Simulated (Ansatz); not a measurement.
Cost and result for the atomization energy of CH$_{8}$NPSi$_{2}$, SMILES `[SiH3]CN1[SiH2]P1` (13 atoms, 13 bonds).

```xyz
13

Si   -1.460    0.991    0.943
C     0.354    0.903    0.434
N     0.714   -0.460    0.133
Si    0.328   -1.689   -0.985
P     2.313   -1.100   -0.260
H    -1.881    2.408    1.113
H    -2.290    0.363   -0.122
H    -1.678    0.252    2.213
H     0.534    1.580   -0.415
H     0.970    1.276    1.262
H    -0.077   -1.300   -2.360
H    -0.424   -2.864   -0.489
H     2.596   -0.360   -1.468
```

Total charge 0; spin multiplicity 1. The structure was optimised at the PBE0-D4/def2-TZVP level. It is one conformer, not always the lowest. Program: Ansatz. All runs use 4 threads of an Intel Xeon 6975P-C on a shared host. Times are those of one run each, without the atoms' runs, and a repeat can differ threefold. Electronic energies, without spin–orbit coupling; frozen cores. CCSD(T)/CBS adds CCSD(T) − MP2 in def2-TZVPP to the MP2 limit, and its time is that of the two runs behind it. T1 = 0.014.

CCSD(T)/CBS is a level of theory with its own doubt, some kJ/mol a heavy atom from the limit and from the frozen cores, so smaller differences don't rank the functionals.

```
                             level  functions  wall time  atomization (kcal/mol)  difference from CCSD(T)/CBS  per bond
            LDA (SPW92)/def2-TZVPP        300      1.1 s                  1129.8                        138.5      10.7
              revPBE-D4/def2-TZVPP        300      1.6 s                   984.8                         -6.5      -0.5
                BLYP-D4/def2-TZVPP        300      1.6 s                   992.8                          1.5       0.1
                PBE0-D4/def2-TZVPP        300      2.5 s                   989.5                         -1.8      -0.1
                  CCSD(T)/def2-SVP        122      2.7 s                   912.5                        -78.8      -6.1
r2SCAN-D4/def2-TZVPP (with forces)        300      3.1 s                   991.2                         -0.1       0.0
             r2SCANh-D4/def2-TZVPP        300      3.8 s                   986.0                         -5.3      -0.4
               PBE-QIDH/def2-TZVPP        300      4.8 s                   979.3                        -12.0      -0.9
                 B97M-V/def2-TZVPP        300      5.5 s                  1000.5                          9.2       0.7
                ωB97X-V/def2-TZVPP        300      6.5 s                  1004.3                         13.0       1.0
                    MP2/def2-QZVPP        564       26 s                   981.4                         -9.9      -0.8
                CCSD(T)/def2-TZVPP        300    2.5 min                   959.6                        -31.7      -2.4
                 CCSD(T)/CBS(def2)          –      3 min                   991.3                          0.0       0.0
```

The D4 term adds +13.9 kcal/mol with B3LYP and +7.4 kcal/mol with PBE0; it sums over pairs of atoms, weighted by their polarisabilities, and B3LYP, whose exchange is more repulsive, gets the larger term. From PBE to PBE0 (25 % exact exchange), in def2-TZVPP and without D4, the atomization energy moves by −12.5 kcal/mol: exact exchange takes away binding that semilocal exchange gives to molecules. Leaving LDA and LC-ωPBE aside and taking each functional with its dispersion term where it has one, the values, not all of them listed here, spread over 31.5 kcal/mol, from BHLYP-D4 to ωB97X-V. LDA lies +135.0 kcal/mol from PBE without D4, its usual overbinding.

B3LYP here is the variant with VWN-RPA as its local correlation; programs differ in this.
